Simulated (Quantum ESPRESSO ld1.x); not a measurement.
Results of a calculation; reference values are marked as such.
One sound ld1.x (Quantum ESPRESSO 7.5) input for neutral tantalum gives E = -15595.416 hartree in 31 iterations:

```
 &input
    zed=73.0,
    iswitch=1,
    rel=1,
    lsd=1,
    dft='SLA-VWN',
    config='[Xe] 4f14 5d3 6s2',
    verbosity='high',
    prefix='ld1',
    max_out_wfc=37,
    file_charge='ld1.rho',
 /
```

Changed or added lines, one case at a time, and what came of them:

- atom='Ta': harmless. atom and zed name the same element, and the result equals that of the sound run.
- iswitch=0: refused. The program stops in ld1_readin with "wrong iswitch": iswitch takes 1 to 4.
- beta=2.0: harmless. The Broyden-type mixing copes: 65 iterations against 31, same energy.
- atom='Jo' (without zed): crashed. The symbol names no element; the program warns, takes a nuclear charge of zero and dies without a result.
- rmax=6.0: inaccurate. The mesh cuts the orbital tails; the run ends without a warning, but the energy is off by +0.009716 hartree against the default mesh.
- dft='SCANN': refused. The program stops in set_dft_from_name with "libxc needed for this functional": the name is not a functional that the program knows.
- noscf=.true.: refused. The program stops in ld1_readin with "hydrogenic levels available only with lsd=0": noscf gives hydrogenic levels and needs lsd = 0.
